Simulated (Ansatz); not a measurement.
C3H4BF (`BC1=CC1F`). Charge 0, multiplicity 1. The structure was optimised at the PBE0-D4/def2-TZVP level.

```xyz
9

B    -1.037   -0.361    1.249
C    -0.002    0.182    0.312
C     1.034    0.813   -0.183
C     0.368   -0.003   -1.147
F     0.940   -1.195   -1.534
H    -1.939    0.330    1.617
H    -0.988   -1.510    1.569
H     1.910    1.394    0.056
H    -0.286    0.350   -1.939
```

(1) What is the dipole moment at ωB97M-V/def2-TZVPP? (Estimate.)

(2) And with PBE, r2SCAN, B3LYP? (An estimate is asked.)

(3) Give the Mulliken charges with ωB97M-V, r2SCAN, B3LYP in def2-TZVPP. (Estimate.)

Answers

(1) The calculation gave: 1.81 D, with components (-0.22, 1.69, 0.61) D in this frame, pointing from negative to positive charge.

(2) Computed: PBE 1.64 D, r2SCAN 1.71 D, B3LYP 1.79 D.

(3) Computed: 
```csv
atom,ωB97M-V,r2SCAN,B3LYP
B1,-0.19,-0.02,-0.10
C2,0.04,0.02,0.03
C3,-0.15,-0.18,-0.18
C4,0.07,0.17,0.11
F5,-0.23,-0.23,-0.24
H6,0.09,0.02,0.05
H7,0.09,0.03,0.06
H8,0.17,0.14,0.18
H9,0.10,0.06,0.09
```

B3LYP here is the variant with VWN-RPA as its local correlation; programs differ in this.
